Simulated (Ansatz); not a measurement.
`B[SiH](F)F` + `CC(C)[O][GeH2][F]` → `CC(C)[SiH](F)F` + `B[O][GeH2][F]`  (redistribution)

Calculated with Ansatz (gas phase, PBE0-D4/def2-TZVP geometries, no zero-point term in ΔE). CCSD(T)/CBS adds triple-zeta CCSD(T) − MP2 to the extrapolated MP2 energy (def2 sets, frozen cores). Functionals use def2-TZVPP. B3LYP here is the variant with VWN-RPA as its local correlation; programs differ in this. HSE06 is defined as in plane-wave codes. For Ge outer-core shells are correlated without core-valence functions, which leaves a few kJ/mol of doubt a bond. Scalar relativity is left out up to krypton. Each species was taken in one conformer, which may not be the lowest.

```json
{"level": "LDA (SPW92)", "ΔE (kcal/mol)": "-56.8", "difference from CCSD(T)/CBS": "-0.4"}
{"level": "PBE-D4", "ΔE (kcal/mol)": "-55.2", "difference from CCSD(T)/CBS": "1.2"}
{"level": "revPBE-D4", "ΔE (kcal/mol)": "-54.7", "difference from CCSD(T)/CBS": "1.7"}
{"level": "BLYP-D4", "ΔE (kcal/mol)": "-55.7", "difference from CCSD(T)/CBS": "0.7"}
{"level": "r2SCAN-D4", "ΔE (kcal/mol)": "-56.9", "difference from CCSD(T)/CBS": "-0.5"}
{"level": "B97M-V", "ΔE (kcal/mol)": "-55.8", "difference from CCSD(T)/CBS": "0.6"}
{"level": "PBE0-D4", "ΔE (kcal/mol)": "-55.9", "difference from CCSD(T)/CBS": "0.5"}
{"level": "B3LYP-D4", "ΔE (kcal/mol)": "-56.3", "difference from CCSD(T)/CBS": "0.1"}
{"level": "r2SCANh-D4", "ΔE (kcal/mol)": "-57.2", "difference from CCSD(T)/CBS": "-0.8"}
{"level": "r2SCAN0-D4", "ΔE (kcal/mol)": "-57.5", "difference from CCSD(T)/CBS": "-1.1"}
{"level": "HSE06-D4", "ΔE (kcal/mol)": "-56.0", "difference from CCSD(T)/CBS": "0.4"}
{"level": "BHLYP-D4", "ΔE (kcal/mol)": "-56.9", "difference from CCSD(T)/CBS": "-0.5"}
{"level": "CAM-B3LYP-D4", "ΔE (kcal/mol)": "-56.6", "difference from CCSD(T)/CBS": "-0.2"}
{"level": "ωB97X-V", "ΔE (kcal/mol)": "-55.1", "difference from CCSD(T)/CBS": "1.3"}
{"level": "ωB97M-V", "ΔE (kcal/mol)": "-57.8", "difference from CCSD(T)/CBS": "-1.4"}
{"level": "B2PLYP", "ΔE (kcal/mol)": "-57.1", "difference from CCSD(T)/CBS": "-0.7"}
{"level": "PBE-QIDH", "ΔE (kcal/mol)": "-57.5", "difference from CCSD(T)/CBS": "-1.1"}
{"level": "PBE", "ΔE (kcal/mol)": "-55.0", "difference from CCSD(T)/CBS": "1.4"}
{"level": "revPBE", "ΔE (kcal/mol)": "-54.3", "difference from CCSD(T)/CBS": "2.1"}
{"level": "BLYP", "ΔE (kcal/mol)": "-55.2", "difference from CCSD(T)/CBS": "1.2"}
{"level": "r2SCAN", "ΔE (kcal/mol)": "-56.9", "difference from CCSD(T)/CBS": "-0.5"}
{"level": "PBE0", "ΔE (kcal/mol)": "-55.8", "difference from CCSD(T)/CBS": "0.6"}
{"level": "B3LYP", "ΔE (kcal/mol)": "-55.9", "difference from CCSD(T)/CBS": "0.5"}
{"level": "r2SCANh", "ΔE (kcal/mol)": "-57.2", "difference from CCSD(T)/CBS": "-0.8"}
{"level": "r2SCAN0", "ΔE (kcal/mol)": "-57.5", "difference from CCSD(T)/CBS": "-1.1"}
{"level": "HSE06", "ΔE (kcal/mol)": "-55.8", "difference from CCSD(T)/CBS": "0.6"}
{"level": "BHLYP", "ΔE (kcal/mol)": "-56.5", "difference from CCSD(T)/CBS": "-0.1"}
{"level": "RPA@PBE/def2-TZVPP", "ΔE (kcal/mol)": "-55.0", "difference from CCSD(T)/CBS": "1.4"}
{"level": "HF/def2-SVP", "ΔE (kcal/mol)": "-54.7", "difference from CCSD(T)/CBS": "1.7"}
{"level": "CCSD/def2-SVP", "ΔE (kcal/mol)": "-56.5", "difference from CCSD(T)/CBS": "-0.1"}
{"level": "CCSD(T)/def2-SVP", "ΔE (kcal/mol)": "-56.8", "difference from CCSD(T)/CBS": "-0.4"}
{"level": "HF/def2-TZVPP", "ΔE (kcal/mol)": "-55.1", "difference from CCSD(T)/CBS": "1.3"}
{"level": "MP2/def2-TZVPP", "ΔE (kcal/mol)": "-59.3", "difference from CCSD(T)/CBS": "-2.9"}
{"level": "SCS-MP2/def2-TZVPP", "ΔE (kcal/mol)": "-57.7", "difference from CCSD(T)/CBS": "-1.3"}
{"level": "CCSD(T)/def2-TZVPP", "ΔE (kcal/mol)": "-56.6", "difference from CCSD(T)/CBS": "-0.2"}
{"level": "HF/def2-QZVPP", "ΔE (kcal/mol)": "-55.3", "difference from CCSD(T)/CBS": "1.1"}
{"level": "MP2/def2-QZVPP", "ΔE (kcal/mol)": "-59.3", "difference from CCSD(T)/CBS": "-2.9"}
{"level": "SCS-MP2/def2-QZVPP", "ΔE (kcal/mol)": "-57.7", "difference from CCSD(T)/CBS": "-1.3"}
{"level": "MP2/CBS(def2)", "ΔE (kcal/mol)": "-59.1", "difference from CCSD(T)/CBS": "-2.7"}
{"level": "CCSD/CBS(def2)", "ΔE (kcal/mol)": "-56.1", "difference from CCSD(T)/CBS": "0.3"}
{"level": "CCSD(T)/CBS", "ΔE (kcal/mol)": "-56.4", "difference from CCSD(T)/CBS": "0"}
```

Largest T1 diagnostic among the species: 0.013.

From BLYP to BHLYP (50 % exact exchange), in def2-TZVPP and without D4, ΔE moves by −1.3 kcal/mol. Leaving LDA and LC-ωPBE aside and taking each functional with its dispersion term where it has one, the values spread over 3.1 kcal/mol, from ωB97M-V to revPBE-D4. LDA lies −1.8 kcal/mol from PBE without D4. In def2-TZVPP, CCSD(T) changes the Hartree–Fock value by −1.5 kcal/mol (the triples alone add −0.3 kcal/mol) and MP2 by −4.2 kcal/mol.
